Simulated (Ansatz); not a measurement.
Reaction (formal exchange of groups at a C–Te bond): `[SiH3]O/C=C\[TeH]` + BH₃ → `B/C=C/O[SiH3]` + H₂Te

Calculated with Ansatz (gas phase, PBE0-D4/def2-TZVP geometries, no zero-point term in ΔE). CCSD(T)/CBS adds triple-zeta CCSD(T) − MP2 to the extrapolated MP2 energy (def2 sets, frozen cores). This one scheme is used for every species. Double bonds are as drawn, so ΔE can hold a change between cis and trans. DFT in def2-TZVPP. def2 core potentials past Kr. For Te outer-core shells are correlated without core-valence functions, which leaves a few kJ/mol of doubt a bond. Each species was taken in one conformer, which may not be the lowest.

Q: Is it downhill or uphill in electronic energy at CCSD(T)/CBS, and by how much? (An estimate is asked.)

A: Ansatz gave: Downhill: ΔE = -79.9 kJ/mol.

Q: What do these levels give: r2SCAN-D4, ωB97M-V, B2PLYP, PBE, r2SCAN, HF/def2-TZVPP, CCSD/def2-TZVPP, CCSD(T)/def2-TZVPP, HF/def2-QZVPP, MP2/def2-QZVPP, HF/CBS(def2), CCSD/CBS(def2)? (An estimate is asked.)

A: Ansatz gave: r2SCAN-D4 -96.8, ωB97M-V -92.1, B2PLYP -91.1, PBE -100.0, r2SCAN -97.9, HF/def2-TZVPP -95.9, CCSD/def2-TZVPP -85.6, CCSD(T)/def2-TZVPP -84.0, HF/def2-QZVPP -94.9, MP2/def2-QZVPP -76.2, HF/CBS(def2) -94.8, CCSD/CBS(def2) -81.5 kJ/mol.

Largest T1 diagnostic among the species: 0.013.

In def2-TZVPP, CCSD(T) changes the Hartree–Fock value by +11.9 kJ/mol (the triples alone add +1.6 kJ/mol) and MP2 by +17.0 kJ/mol. The D4 term adds +8.4 kJ/mol with B3LYP and +4.6 kJ/mol with PBE0; it sums over pairs of atoms, weighted by their polarisabilities, and B3LYP, whose exchange is more repulsive, gets the larger term.

B3LYP here is the variant with VWN-RPA as its local correlation; programs differ in this.
